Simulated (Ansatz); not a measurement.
Calculated with Ansatz (gas phase, PBE0-D4/def2-TZVP geometries, no zero-point term in ΔE). CCSD(T)/CBS is the MP2 limit (def2-TZVPP, def2-QZVPP) plus CCSD(T) − MP2 in def2-TZVPP, frozen cores. Double bonds are as drawn, so ΔE can hold a change between cis and trans. DFT in def2-TZVPP. B3LYP here is the variant with VWN-RPA as its local correlation; programs differ in this. One conformer a species, not always the lowest.

`[NH2][AlH][Cl]` + `OC/C(O)=N\[SiH3]` → `O[CH2][AlH][Cl]` + `N/C(O)=N\[SiH3]`  (redistribution)

CCSD(T)/CBS gives +1.15 eV.

Another level gave +0.96 eV. Which?
A. PBE0/def2-TZVPP
B. CCSD(T)/def2-TZVPP
C. B3LYP/def2-TZVPP
D. ωB97X-V/def2-TZVPP

A. PBE0 0.96, ωB97X-V 1.06, B3LYP 1.02, CCSD(T)/def2-TZVPP 1.17 eV.

Largest T1 diagnostic among the species: 0.013.

In def2-TZVPP, CCSD(T) changes the Hartree–Fock value by +0.05 eV (the triples alone add +0.00 eV) and MP2 by +0.06 eV. From PBE to PBE0 (25 % exact exchange), in def2-TZVPP and without D4, ΔE moves by +0.04 eV.
